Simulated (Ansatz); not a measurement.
Species: CH5O2Si (charge 0, doublet). It need not be the lowest isomer of its formula. 
Coordinates optimised at B3LYP-D3(BJ)/def2-TZVP (Ansatz, an electronic-structure program):
```
Si
O 1 1.6522
H 2 0.9615 1 117.29
O 1 1.6641 2 106.44 3 -45.50
H 4 0.9607 1 117.47 2 156.53
C 1 1.8763 2 105.11 3 -164.74
H 6 1.0906 1 111.13 2 179.35
H 6 1.0906 7 108.62 1 -121.88
H 6 1.0937 7 108.86 8 -118.32
```
Charge 0, spin multiplicity 2.

Basis-set convergence of Hartree-Fock and CCSD correlation energies (hartree) with Ansatz. Valence correlation only, unless marked. UHF or UKS for open shells. Spin-orbit coupling is left out. Non-relativistic.

```csv
basis,functions,E(HF),"E(corr, CCSD)"
cc-pV(D+d)Z,90,-479.51192,-0.63335
cc-pV(T+d)Z,199,(withheld),(withheld)
```

Task: Fill in the missing entries.

Result: 
- cc-pV(T+d)Z, E(HF): -479.60541
- cc-pV(T+d)Z, E(corr, CCSD): -0.78657
